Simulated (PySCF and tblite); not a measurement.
The numbers below are computed, except where a source is named.
4 diastereomers of C8H11N, numbered alike:

```
isomer                                                                 SMILES  descriptors (one enantiomer)
     A   [CH3:1][C@@H:2]1[CH2:3][CH2:4][C@@H:5]2[C@H:6]([C:7]#[N:8])[C@H:9]12                2R, 5S, 6S, 9R
     B   [CH3:1][C@H:2]1[CH2:3][CH2:4][C@@H:5]2[C@@H:6]([C:7]#[N:8])[C@H:9]12                2S, 5S, 6R, 9R
     C  [CH3:1][C@@H:2]1[CH2:3][CH2:4][C@@H:5]2[C@@H:6]([C:7]#[N:8])[C@H:9]12                2R, 5S, 6R, 9R
     D    [CH3:1][C@H:2]1[CH2:3][CH2:4][C@@H:5]2[C@H:6]([C:7]#[N:8])[C@H:9]12                2S, 5S, 6S, 9R
```

Each isomer is a Boltzmann average at 298.15 K over at most 3 conformers: GFN2-xTB geometries, energies PBE0/pcSseg-1 (D3(BJ) added where defined), GFN2-xTB thermal terms. Programs: PySCF with density fitting and tblite.

Rank the isomers by free energy at 298.15 K.


| isomer | ΔG (kcal/mol) | ΔE, lowest conformer | conformers | largest weight % | rms dipole (D) |
| --- | --- | --- | --- | --- | --- |
| C | 0.0 | 0.0 | 1 | 100 | 4.89 |
| B | 0.5 | 0.5 | 2 | 100 | 4.89 |
| A | 0.9 | 0.6 | 1 | 100 | 4.24 |
| D | 1.1 | 0.9 | 2 | 95 | 4.27 |

ΔG is for one enantiomer.

If they could interconvert freely, what would the mixture hold (chiral isomers as racemates)?

C 56 %, B 23 %, A 12 %, D 9 %. A racemate gains RT ln 2.
